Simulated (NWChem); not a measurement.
Molecule: SnClF3; SMILES [F][Sn]([F])([F])[Cl]

Results from NWChem. def2 effective core potentials on Sn; no spin-orbit coupling. B3LYP is NWChem's, with the RPA form of VWN correlation. Each level has its own optimisation; frequencies are unscaled.

```csv
level,r F–Sn (Å),r Cl–Sn (Å),highest harmonic frequency (cm⁻¹),lowest (cm⁻¹),zero-point energy (kcal/mol)
"B3LYP/3-21G (all-electron, non-relativistic)",1.893,2.374,727,131,4.8
"Hartree-Fock/STO-3G (all-electron, non-relativistic)",1.866,2.294,707,146,4.8
PBE-D3(BJ)/def2-SVP (core potentials),1.932,2.321,648,116,4.3
```
